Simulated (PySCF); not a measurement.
Gas-phase reaction: 2 SnF2 + 3 H2 → 2 SnH3F + F2

Computed with PySCF and rigid-rotor harmonic-oscillator thermochemistry at 1 bar. † marks an energy on the PBE0/def2-TZVP geometry and frequencies; other levels use their own. All species are closed-shell singlets. Sn: scalar-relativistic def2 core potential, no spin-orbit coupling. SnH3F: computed as isolated molecules; such fragments, hydroxides, amides, oligomers or adducts are transient or little studied in the gas.

PBE0/def2-QZVP† gives ΔH°(298 K) = 710 kJ.

What do M06-2X/def2-TZVP†, PBE0/def2-TZVP, BLYP/def2-TZVP† give?

M06-2X/def2-TZVP†: 757 kJ; PBE0/def2-TZVP: 701 kJ; BLYP/def2-TZVP†: 790 kJ. For scale, ΔH°(298 K) is 710 kJ at this level, 714 kJ at ωB97M-V/def2-TZVP†, and runs from 648 to 833 kJ over the 18 levels computed.
